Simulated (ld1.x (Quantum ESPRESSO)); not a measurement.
# Building the TM potential for Hg (Z = 80) (PBE, fully relativistic).

ld1.x (Quantum ESPRESSO) 7.5 was run on this input:

```
&input
   title='Hg', zed=80., rel=2, dft='PBE', iswitch=3,
   config='[Xe] 4f14 5d10 6s2 6p0', rel_dist='average',
   nld=5, rlderiv=3.60, eminld=-3.0, emaxld=5.0, deld=0.02
 /
 &inputp
   pseudotype=2, tm=.true., lloc=0,
   nlcc=.true., rcore=0.85,
   file_pseudopw='Hg.UPF', file_wfcaegen='ae.wfc', file_wfcncgen='nc.wfc', file_beta='beta', file_chi='chi'
 /
3
6P  2  1   0.00   0.00  3.30  3.30  0.0
5D  3  2  10.00   0.00  1.20  1.20  0.0
6S  1  0   2.00   0.00  2.00  2.00  0.0
 &test
   configts(1)='5d10 6s2 6p0'
 /
```

Command:

```bash
ld1.x < Hg.in > Hg.out
```

Output (shortened: banner, matrices, multipoles, cross overlaps and the repeated all-electron block are left out):

```
Program LD1 v.7.5
     --------------------------- All-electron run ----------------------------

     Hg
     dirac relativistic calculation

     atomic number is 80.00
     dft =PBE   lsd =0 sic =0 latt =0  beta=0.20 tr2=1.0E-14
     Exchange-correlation= PBE
                           (   1   4   3   4   0   0   0)
     mesh =1279 r(mesh) =  98.78773 a.u. xmin = -7.00 dx = 0.01250
     1 Ry =  13.60569312 eV, c = 137.03599908

     n l j   nl                  e(Ry)          e(Ha)          e(eV)
     Spin orbit split results
     1 0 0.5 1S 1( 2.00)     -6103.9317     -3051.9659    -83048.2217
     2 0 0.5 2S 1( 2.00)     -1080.8902      -540.4451    -14706.2601
     2 1 0.5 2P 1( 2.00)     -1036.8537      -518.4269    -14107.1136
     2 1 1.5 2P 1( 4.00)      -893.6723      -446.8361    -12159.0310
     3 0 0.5 3S 1( 2.00)      -256.4664      -128.2332     -3489.4035
     3 1 0.5 3P 1( 2.00)      -236.6781      -118.3390     -3220.1691
     3 1 1.5 3P 1( 4.00)      -204.9622      -102.4811     -2788.6535
     4 0 0.5 4S 1( 2.00)       -56.3872       -28.1936      -767.1871
     4 1 0.5 4P 1( 2.00)       -47.9099       -23.9550      -651.8478
     4 1 1.5 4P 1( 4.00)       -40.2521       -20.1261      -547.6582
     3 2 1.5 3D 1( 4.00)      -172.2892       -86.1446     -2344.1137
     3 2 2.5 3D 1( 6.00)      -165.4954       -82.7477     -2251.6790
     5 0 0.5 5S 1( 2.00)        -8.6643        -4.3321      -117.8831
     5 1 0.5 5P 1( 2.00)        -5.8707        -2.9353       -79.8744
     5 1 1.5 5P 1( 4.00)        -4.5281        -2.2640       -61.6074
     4 2 1.5 4D 1( 4.00)       -26.4215       -13.2108      -359.4835
     4 2 2.5 4D 1( 6.00)       -24.9942       -12.4971      -340.0640
     4 3 2.5 4F 1( 6.00)        -7.1989        -3.5995       -97.9461
     4 3 3.5 4F 1( 8.00)        -6.8908        -3.4454       -93.7538
     5 2 1.5 5D 1( 4.00)        -0.8081        -0.4040       -10.9947
     5 2 2.5 5D 1( 6.00)        -0.6732        -0.3366        -9.1600
     6 0 0.5 6S 1( 2.00)        -0.5019        -0.2510        -6.8287
     6 1 0.5 6P 1( 0.00)        -0.1142        -0.0571        -1.5536
     6 1 1.5 6P 1( 0.00)        -0.0661        -0.0330        -0.8993
     Averaged results
     1 0     1S 1( 2.00)     -6103.9317     -3051.9659    -83048.2217
     2 0     2S 1( 2.00)     -1080.8902      -540.4451    -14706.2601
     2 1     2P 1( 6.00)      -941.3994      -470.6997    -12808.3919
     3 0     3S 1( 2.00)      -256.4664      -128.2332     -3489.4035
     3 1     3P 1( 6.00)      -215.5342      -107.7671     -2932.4920
     4 0     4S 1( 2.00)       -56.3872       -28.1936      -767.1871
     4 1     4P 1( 6.00)       -42.8047       -21.4024      -582.3881
     3 2     3D 1(10.00)      -168.2129       -84.1064     -2288.6528
     5 0     5S 1( 2.00)        -8.6643        -4.3321      -117.8831
     5 1     5P 1( 6.00)        -4.9756        -2.4878       -67.6964
     4 2     4D 1(10.00)       -25.5652       -12.7826      -347.8318
     4 3     4F 1(14.00)        -7.0228        -3.5114       -95.5505
     5 2     5D 1(10.00)        -0.7272        -0.3636        -9.8939
     6 0     6S 1( 2.00)        -0.5019        -0.2510        -6.8287
     6 1     6P 1( 0.00)        -0.0821        -0.0411        -1.1174

     final scf error:  7.6E-15 reached in  26 iterations

     Etot =  -39324.322277 Ry,  -19662.161139 Ha, -535034.661174 eV

     Ekin =   45389.491167 Ry,   22694.745583 Ha,  617555.487825 eV
     Encl =  -99236.082377 Ry,  -49618.041188 Ha,-1350175.683549 eV
     Eh   =   15269.732564 Ry,    7634.866282 Ha,  207755.295341 eV
     Exc  =    -747.463632 Ry,    -373.731816 Ha,  -10169.760791 eV

     normalization and overlap integrals

     s(1S/1S) =  1.000000  <r> =   0.0166  <r2> =    0.0004  r(max) =   0.0102
     s(2S/2S) =  1.000000  <r> =   0.0692  <r2> =    0.0057  r(max) =   0.0589
     s(2P/2P) =  1.000000  <r> =   0.0569  <r2> =    0.0041  r(max) =   0.0442
     s(2P/2P) =  1.000000  <r> =   0.0656  <r2> =    0.0052  r(max) =   0.0513
     s(3S/3S) =  1.000000  <r> =   0.1801  <r2> =    0.0372  r(max) =   0.1662
     s(3P/3P) =  1.000000  <r> =   0.1704  <r2> =    0.0339  r(max) =   0.1561
     s(3P/3P) =  1.000000  <r> =   0.1863  <r2> =    0.0403  r(max) =   0.1704
     s(4S/4S) =  1.000000  <r> =   0.3990  <r2> =    0.1799  r(max) =   0.3746
     s(4P/4P) =  1.000000  <r> =   0.4011  <r2> =    0.1833  r(max) =   0.3746
     s(4P/4P) =  1.000000  <r> =   0.4353  <r2> =    0.2154  r(max) =   0.4037
     s(3D/3D) =  1.000000  <r> =   0.1621  <r2> =    0.0309  r(max) =   0.1327
     s(3D/3D) =  1.000000  <r> =   0.1670  <r2> =    0.0326  r(max) =   0.1378
     s(5S/5S) =  1.000000  <r> =   0.9023  <r2> =    0.9136  r(max) =   0.8336
     s(5P/5P) =  1.000000  <r> =   0.9722  <r2> =    1.0682  r(max) =   0.8763
     s(5P/5P) =  1.000000  <r> =   1.0694  <r2> =    1.2943  r(max) =   0.9565
     s(4D/4D) =  1.000000  <r> =   0.4425  <r2> =    0.2264  r(max) =   0.3987
     s(4D/4D) =  1.000000  <r> =   0.4536  <r2> =    0.2377  r(max) =   0.4088
     s(4F/4F) =  1.000000  <r> =   0.4793  <r2> =    0.2773  r(max) =   0.3653
     s(4F/4F) =  1.000000  <r> =   0.4860  <r2> =    0.2852  r(max) =   0.3699
     s(5D/5D) =  1.000000  <r> =   1.4596  <r2> =    2.5380  r(max) =   1.1394
     s(5D/5D) =  1.000000  <r> =   1.5303  <r2> =    2.8074  r(max) =   1.1829
     s(6S/6S) =  1.000000  <r> =   2.6976  <r2> =    8.3855  r(max) =   2.2100
     s(6P/6P) =  1.000000  <r> =   4.0160  <r2> =   19.4227  r(max) =   2.9461
     s(6P/6P) =  1.000000  <r> =   4.8250  <r2> =   28.2464  r(max) =   3.5095

     ------------------------ End of All-electron run ------------------------

     --------------------- Generating NC pseudopotential ---------------------

      Generating local pot.: lloc=0, matching radius rcloc =   2.0000

      Computing core charge for nlcc:

       r > 0.85 : true rho core
       r < 0.85 : rho core = a sin(br)/r    a=  32.90  b=   2.85

      Integrated core pseudo-charge :  16.61

     Fully relativistic calculation: |psi|^2

     Wfc 6P LC norm =  0.99997153 SC norm =  0.00002839 missing  0.00000007

     Wfc 6P LC norm =  0.99998138 SC norm =  0.00001651 missing  0.00000211

     Wfc 5D LC norm =  0.99974882 SC norm =  0.00025117 missing  0.00000001

     Wfc 5D LC norm =  0.99976931 SC norm =  0.00023054 missing  0.00000015

      Wfc   6P  rcut= 3.297  Using Troullier-Martins method

      Wfc   6P  rcut= 3.297  Using Troullier-Martins method

      Wfc   5D  rcut= 1.213  Using Troullier-Martins method

      Wfc   5D  rcut= 1.213  Using Troullier-Martins method

     ------------------- End of pseudopotential generation -------------------

     Computing logarithmic derivative in   3.62097
     Computing logarithmic derivative in   3.62097
     Computing the partial wave expansion
       no projector for channel:   0
     R is outside the sphere for l=    1 j= 0.50
     R is outside the sphere for l=    1 j= 1.50
     R is outside the sphere for l=    2 j= 1.50
     R is outside the sphere for l=    2 j= 2.50

     ---------------------- Testing the pseudopotential ----------------------

     Hg
     dirac relativistic calculation

     atomic number is 80.00   valence charge is 12.00
     dft =PBE   lsd =0 sic =0 latt =0  beta=0.20 tr2=1.0E-14
     mesh =1279 r(mesh) =  98.78773 xmin = -7.00 dx = 0.01250

     n l  j  nl             e AE (Ry)       e PS (Ry)    De AE-PS (Ry)
     3 2 1.5 5D   1( 4.00)       -0.80809       -0.80797       -0.00012
     3 2 2.5 5D   1( 6.00)       -0.67325       -0.67329        0.00004
     1 0 0.5 6S   1( 2.00)       -0.50190       -0.50191        0.00000
     2 1 0.5 6P   1( 0.00)       -0.11419       -0.11419       -0.00000
     2 1 1.5 6P   1( 0.00)       -0.06610       -0.06610        0.00000

     eps = 1.2E-15  iter =  9

     Etot =  -39324.322277 Ry,  -19662.161139 Ha, -535034.661174 eV
     Etotps =  -119.437577 Ry,     -59.718788 Ha,   -1625.031019 eV

     Ekin =      55.874350 Ry,      27.937175 Ha,     760.209254 eV
     Encl =    -135.678156 Ry,     -67.839078 Ha,   -1845.995348 eV
     Ehrt =      77.709388 Ry,      38.854694 Ha,    1057.290092 eV
     Ecxc =     -52.663694 Ry,     -26.331847 Ha,    -716.526058 eV
     (Ecc =     -35.540489 Ry,     -17.770244 Ha,    -483.552986 eV)
     Epseu=     -64.679465 Ry,     -32.339733 Ha,    -880.008959 eV

     ---------------------- End of pseudopotential test ----------------------
```

Generation and configuration tests took about 2.3 s on one core of a shared server CPU.
